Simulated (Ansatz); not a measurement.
`C[CH2][In]([F])[Cl]` + H₂Se → `[F][In]([Cl])[SeH]` + `CC` at 600 K and 1 bar (ligand exchange at the In–C bond).

Computed with Ansatz on PBE0-D4/def2-TZVP structures; ΔE is electronic, products minus reactants. CCSD(T)/CBS is the MP2 limit (def2-TZVPP, def2-QZVPP) plus CCSD(T) − MP2 in def2-TZVPP, frozen cores. This one scheme is used for every species. def2 core potentials past Kr. For In, Se outer-core shells are correlated without core-valence functions, which leaves a few kJ/mol of doubt a bond. Scalar relativity is left out up to krypton. Each species was taken in one conformer, which may not be the lowest.

| species | CCSD(T)/CBS energy (Eh) | H − E (kJ/mol) | S (J/(mol·K)) |
| --- | --- | --- | --- |
| `C[CH2][In]([F])[Cl]` | -828.58684 | 240.5 | 486.6 |
| H₂Se | -2401.89790 | 57.0 | 244.8 |
| `[F][In]([Cl])[SeH]` | -3150.81023 | 76.9 | 434.1 |
| `CC` | -79.71954 | 228.8 | 274.9 |

H − E and S are ideal-gas, rigid-rotor, harmonic terms from PBE0-D4/def2-TZVP, for one conformer and one mirror image of each species. 1 Eh = 2625.50 kJ/mol, R = 8.31446 J/(mol·K).

Q: By hand: ΔE, ΔH, ΔS and ΔG.

A: ΔE = (-3150.81023) + (-79.71954) − (-828.58684) − (-2401.89790) = -0.04503 Eh = -118.2 kJ/mol. Δ(H − E) = 76.9 + 228.8 − 240.5 − 57.0 = 8.2, so ΔH = -110.0 kJ/mol. ΔS = 434.1 + 274.9 − 486.6 − 244.8 = -22.4 J/(mol·K). ΔG = -110.0 − 600 × (-22.4)/1000 = -96.6 kJ/mol.

Q: By hand: the equilibrium constant, and the temperature at which ΔG would vanish if ΔH and ΔS stayed fixed.

A: log₁₀ K = −ΔG/(RT ln 10) = 8.4. ΔG = 0 at ΔH/ΔS = 4911 K, far beyond where these terms or the molecules hold.

ΔH outweighs TΔS. A doubt of 5 kJ/mol in ΔE shifts log₁₀ K by 0.4 here. Other conformers and mirror images would add mixing entropy, several J/(mol·K) or more a flexible species. Modes under 60 cm⁻¹, often nearly free rotors, make the harmonic entropy too high. These are equilibria of isolated gas molecules and say nothing of rates. Largest T1 diagnostic: 0.013 (customary marks: 0.02 for closed shells, 0.045 for open ones).
